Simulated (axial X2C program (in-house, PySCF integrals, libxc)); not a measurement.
## Spin–orbit effects along a row: molecules with Se (ions), PBE0

Calculated with an in-house relativistic program for diatomic molecules, spin-free (one-electron X2C) or two-component (2c: spin–orbit coupling with atomic mean-field Coulomb and Gaunt terms, which also bring small scalar terms), in Dyall basis sets with cores contracted in-house; open shells are unrestricted.

Basis sets: Al dyall-av3z, Na dyall-av3z, P dyall-av3z, S dyall-av3z, Se dyall-acv3z, Si dyall-av3z.

```json
{"molecule": "NaSe⁻", "spin-free state": "M_S = 0, Λ = 0", "Re (Å)": "2.517", "ωe (cm⁻¹)": "291.3", "De (eV)": "1.43", "2c state": "Ω = 0", "Re 2c (Å)": "2.522", "ωe 2c (cm⁻¹)": "287.0", "De 2c (eV)": "1.41"}
{"molecule": "AlSe⁻", "spin-free state": "M_S = 0, Λ = 0", "Re (Å)": "2.232", "ωe (cm⁻¹)": "443.2", "De (eV)": "4.26", "2c state": "Ω = 0", "Re 2c (Å)": "2.232", "ωe 2c (cm⁻¹)": "442.6", "De 2c (eV)": "4.22"}
{"molecule": "SiSe⁻", "spin-free state": "M_S = 1/2, Λ = 1", "Re (Å)": "2.169", "ωe (cm⁻¹)": "475.3", "De (eV)": "4.17", "2c state": "Ω = 1/2", "Re 2c (Å)": "2.171", "ωe 2c (cm⁻¹)": "474.0", "De 2c (eV)": "4.17"}
{"molecule": "PSe⁻", "spin-free state": "?", "Re (Å)": "?", "ωe (cm⁻¹)": "?", "De (eV)": "?", "2c state": "?", "Re 2c (Å)": "?", "ωe 2c (cm⁻¹)": "?", "De 2c (eV)": "?"}
{"molecule": "SeS⁻", "spin-free state": "M_S = 1/2, Λ = 1", "Re (Å)": "2.143", "ωe (cm⁻¹)": "465.3", "De (eV)": "3.66", "2c state": "Ω = 3/2", "Re 2c (Å)": "2.144", "ωe 2c (cm⁻¹)": "464.3", "De 2c (eV)": "3.67"}
```

(1) Estimate the 2c Re and ωe of PSe⁻ as the mean of its neighbours in the table.

Fragments in 2c: Se- + Na, Se- + Al, Se- + Si, Se- + P, Se + S-. Each entry is the lowest single determinant of a limited PBE0 search at one distance. De goes to single-determinant-based atoms at the same level (for ions the charge split of lowest energy) and is withheld (n/a) where an atom does not fit its ground term or J level. Main or longest-lived isotopes. One determinant is a doubtful description, or other states lie close, for NaSe⁻, PSe⁻; these need not be ground states, and all values refer to the states named. Some open-shell Ω = 0 determinants are out of reach, so the Ω given for PSe⁻ need not be the lowest component. With several unpaired electrons the Ω given is that of one determinant, not necessarily of the lowest component. Some light 2c atoms are not at their ground J level, so De misses part of their lowering (0.04 eV or less). The functionals have no current term, which raises determinants with orbital currents.

Results:

(1) Re ≈ 2.157 Å, ωe ≈ 469.1 cm⁻¹. The PBE0 runs give the row below, so the estimate misses by 0.014 Å and -3.8 cm⁻¹.

```tsv
molecule	spin-free state	Re (Å)	ωe (cm⁻¹)	De (eV)	2c state	Re 2c (Å)	ωe 2c (cm⁻¹)	De 2c (eV)
PSe⁻	M_S = 1, Λ = 0	2.143	473.9	3.57	Ω = 1	2.143	472.9	3.54
```
